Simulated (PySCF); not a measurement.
Spinor energies of Ag³⁺ (silver, charge +3)

Start: [Kr] 4d8; 4d3/2 filled at m_j = -3/2, -1/2, +1/2, +3/2; 4d5/2 filled at m_j = -1/2, +1/2, +3/2, +5/2. Calculated with PySCF 2.14 in x2c-SVPall-2c: generalised Hartree-Fock with the X2C-1e Hamiltonian and a Gaussian nucleus; one run each with spin-orbit coupling (SO) switched off, then screened by Boettger's factors.

| spinor shell | electrons | ε, spin-free (eV) | ε, screened SO (eV) | weight of nominal j (screened SO) | rms radius, screened SO (bohr) |
| --- | --- | --- | --- | --- | --- |
| 1s1/2 | 2 | -25681.7 | -25679.8 | 1.000 | 0.0357 |
| 2s1/2 | 2 | -3900.7 | -3900.1 | 1.000 | 0.146 |
| 2p1/2 | 2 | -3497.0 | -3618.7 | 1.000 | 0.127 |
| 2p3/2 | 4 | -3497.0 | -3440.8 | 1.000 | 0.131 |
| 3s1/2 | 2 | -784.58 | -784.38 | 1.000 | 0.392 |
| 3p1/2 | 2 | -648.48 | -670.68 | 1.000 | 0.387 |
| 3p3/2 | 4 | -648.48 | -638.07 | 1.000 | 0.398 |
| 3d3/2 | 4 | -434.07 | -438.05 | 0.997 | 0.374 |
| 3d5/2 | 6 | -434.07 | -431.19 | 0.998 | 0.377 |
| 4s1/2 | 2 | -154.94 | -154.88 | 1.000 | 0.976 |
| 4p1/2 | 2 | -112.68 | -117.90 | 0.953 | 1.04 |
| 4p3/2 | 4 | -112.68 | -110.14 | 0.976 | 1.07 |
| 4d3/2 | 4 | -51.942 | -52.469 | 0.701 | 1.34 |
| 4d5/2 | 4 | -51.942 | -51.443 | 0.735 | 1.35 |

```csv
quantity,spin-free,screened SO
E (hartree),-5309.67428,-5310.64470
M_J,4,4
⟨J²⟩,20.006,20.006
⟨L²⟩,12.005,12.077
⟨S²⟩,2.001,1.999
```

Each row is a mean over spinors that exchange with the open shell spreads, by up to 8.722 eV (4p3/2).

Rows whose weight is well below 1 are mixtures of j = l ± 1/2: exchange outweighs spin-orbit coupling there, and the label is only the starting occupation.

Breit and QED terms are absent; they matter most for the inner s and p1/2 levels.

Densities and radii are taken from the X2C orbitals without a picture-change correction, which distorts them close to the nucleus.

Without spin-orbit coupling the j labels of p, d and f shells carry no meaning; the spin-free column gives the mean over the occupied spinors of each nl shell.
